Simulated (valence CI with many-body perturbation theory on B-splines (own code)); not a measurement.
Forbidden lines of Sm⁵⁶⁺

Calculated by relativistic CI+MBPT: four valence electrons over a frozen Dirac-Fock core [He], a basis of 11 s, 11 p, 10 d, 8 f, 5 g, 2 h functions for each j, with the one-electron correlation potential Σ1, the two-electron term Σ2, the three-electron term Σ3, Breit, model QED; selected CI, second order for the rest, scaled by the run's own slope (own B-spline code, finite nucleus).

The last digits are not significant, and no measured levels were compared; by estimate large intervals hold to a few tenths of a per cent, small ones and those within an open d or f shell to about a per cent. Among the levels kept, up to 900 cm⁻¹ of a level comes from second order outside the variational space, and about a tenth of that is noise between levels of different J, which matters for small intervals.

Lines 51 to 85 of 85 in falling wavelength, among levels below 662.65 Ry, chosen from the decays that carry over 1 % of a level's rate. Wavelengths and rates use the calculated energies. Electric multipoles are in the length gauge with retardation, E1 and E2 with the static RPA response of the core. S is in atomic units (e²a₀⁴ for E2 and M2, e²a₀⁶ for E3), for M1 in squared Bohr magnetons. Weak lines are less certain than strong ones. Lines between different terms over intervals too small for the method are left out, as are lines whose strength nearly cancels. The highest levels of a list are the least certain.

Levels are named by their leading jj configuration (3d3/2^4 stands for four electrons in 3d with j = 3/2), which in mixed levels can hold well under half, so a name can repeat and another be missing. Letters in brackets count levels of one name in rising energy.

| λ vac (nm) | Upper | Lower | Type | A (s⁻¹) | S (a.u.) |
| --- | --- | --- | --- | --- | --- |
| 0.1717 | (2s^2 2p3/2 3p3/2) J=2 | (2s^2 2p1/2 2p3/2) J=1 | E2 | 1.67e+11 | 1.11e-05 |
| 0.1716 | (2s^2 2p3/2 3p3/2) J=0 | (2s^2 2p1/2 2p3/2) J=2 | E2 | 5.29e+11 | 7.03e-06 |
| 0.1709 | (2s 2p3/2^2 3d5/2) J=5 | (2s 2p1/2 2p3/2^2) J=3 | M2 | 5.37e+09 | 7.69e-07 |
| 0.1708 | (2s 2p1/2 2p3/2 3d5/2) J=5 | (2s 2p1/2^2 2p3/2) J=2 | E3 | 2.35e+09 | 3.49e-06 |
| 0.1701 | (2s^2 2p3/2 3d5/2) J=4 | (2s^2 2p1/2 2p3/2) J=2 | M2 | 8.23e+09 | 9.41e-07 |
| 0.1701 | (2s^2 2p3/2 3d5/2) J=4 | (2s^2 2p1/2 2p3/2) J=2 | E3 | 9.68e+08 | 1.14e-06 |
| 0.1697 | (2s^2 2p3/2 3d5/2) J=4 | (2s^2 2p1/2 2p3/2) J=1 | E3 | 1.64e+09 | 1.89e-06 |
| 0.1672 | (2p1/2 2p3/2^2 3d3/2) J=4 | (2s 2p1/2 2p3/2^2) J=2 [b] | E2 | 1.55e+12 | 1.63e-04 |
| 0.1671 | (2p1/2^2 2p3/2 3d3/2) J=2 | (2s 2p1/2^2 2p3/2) J=1 | E2 | 1.11e+12 | 6.47e-05 |
| 0.1670 | (2s 2p1/2 2p3/2 3d3/2) J=4 | (2s^2 2p1/2 2p3/2) J=2 | E2 | 9.06e+11 | 9.45e-05 |
| 0.1670 | (2p1/2^2 2p3/2 3d3/2) J=3 | (2s 2p1/2^2 2p3/2) J=1 | E2 | 1.22e+12 | 9.89e-05 |
| 0.1667 | (2s 2p1/2 2p3/2 3d5/2) J=4 [a] | (2s^2 2p1/2 2p3/2) J=2 | E2 | 5.24e+11 | 5.43e-05 |
| 0.1667 | (2s 2p1/2^2 3d3/2) J=2 | (2s^2 2p1/2^2) J=0 | E2 | 1.46e+12 | 8.37e-05 |
| 0.1666 | (2p1/2 2p3/2^2 3d5/2) J=4 | (2s 2p1/2 2p3/2^2) J=2 [b] | E2 | 2.58e+11 | 2.66e-05 |
| 0.1663 | (2p1/2 2p3/2^2 3d5/2) J=3 | (2s 2p1/2 2p3/2^2) J=1 [a] | E2 | 1.03e+12 | 8.21e-05 |
| 0.1660 | (2s 2p3/2^2 3d5/2) J=4 [a] | (2s^2 2p3/2^2) J=2 | E2 | 1.55e+12 | 1.57e-04 |
| 0.1657 | (2s 2p1/2 2p3/2 3d3/2) J=3 [c] | (2s^2 2p1/2 2p3/2) J=2 | E2 | 1.69e+12 | 1.31e-04 |
| 0.1655 | (2p1/2^2 2p3/2 3d3/2) J=2 | (2s 2p1/2^2 2p3/2) J=2 | E2 | 1.76e+12 | 9.76e-05 |
| 0.1655 | (2p1/2 2p3/2^2 3d3/2) J=4 | (2s 2p1/2 2p3/2^2) J=3 | E2 | 1.07e+12 | 1.07e-04 |
| 0.1654 | (2p1/2^2 2p3/2 3d3/2) J=3 | (2s 2p1/2^2 2p3/2) J=2 | E2 | 1.63e+12 | 1.26e-04 |
| 0.1653 | (2p1/2^2 2p3/2 3d3/2) J=1 | (2s 2p1/2^2 2p3/2) J=2 | E2 | 2.66e+12 | 8.81e-05 |
| 0.1653 | (2s 2p1/2 2p3/2 3d3/2) J=3 [c] | (2s^2 2p1/2 2p3/2) J=1 | E2 | 2.64e+11 | 2.04e-05 |
| 0.1653 | (2p1/2^2 2p3/2 3d3/2) J=0 | (2s 2p1/2^2 2p3/2) J=2 | E2 | 2.85e+12 | 3.14e-05 |
| 0.1651 | (2p1/2 2p3/2^2 3d3/2) J=1 [a] | (2s 2p1/2 2p3/2^2) J=2 [a] | E2 | 2.29e+12 | 7.53e-05 |
| 0.1651 | (2s 2p1/2 2p3/2 3d3/2) J=1 [c] | (2s^2 2p1/2 2p3/2) J=1 | E2 | 3.32e+12 | 1.09e-04 |
| 0.1651 | (2p1/2 2p3/2^2 3d3/2) J=2 [a] | (2s 2p1/2 2p3/2^2) J=2 [a] | E2 | 2.12e+12 | 1.16e-04 |
| 0.1651 | (2p1/2 2p3/2^2 3d3/2) J=0 | (2s 2p1/2 2p3/2^2) J=2 [a] | E2 | 2.43e+12 | 2.66e-05 |
| 0.1647 | (2s 2p3/2^2 3d5/2) J=2 [b] | (2s^2 2p3/2^2) J=0 | E2 | 3.62e+12 | 1.96e-04 |
| 0.1646 | (2p1/2 2p3/2^2 3d3/2) J=4 | (2s 2p1/2 2p3/2^2) J=2 [a] | E2 | 2.22e+11 | 2.16e-05 |
| 0.1644 | (2p1/2^2 2p3/2 3d5/2) J=4 | (2s 2p1/2^2 2p3/2) J=2 | E2 | 2.89e+12 | 2.78e-04 |
| 0.1641 | (2s 2p1/2 2p3/2 3d5/2) J=3 [c] | (2s^2 2p1/2 2p3/2) J=1 | E2 | 2.03e+12 | 1.51e-04 |
| 0.1641 | (2p1/2 2p3/2^2 3d5/2) J=4 | (2s 2p1/2 2p3/2^2) J=2 [a] | E2 | 2.68e+12 | 2.56e-04 |
| 0.1640 | (2p1/2 2p3/2^2 3d5/2) J=3 | (2s 2p1/2 2p3/2^2) J=2 [a] | E2 | 1.57e+12 | 1.16e-04 |
| 0.1640 | (2s 2p3/2^2 3d5/2) J=4 [b] | (2s^2 2p3/2^2) J=2 | E2 | 2.87e+12 | 2.74e-04 |
| 0.1639 | (2s 2p3/2^2 3d5/2) J=3 [b] | (2s^2 2p3/2^2) J=2 | E2 | 6.98e+11 | 5.16e-05 |
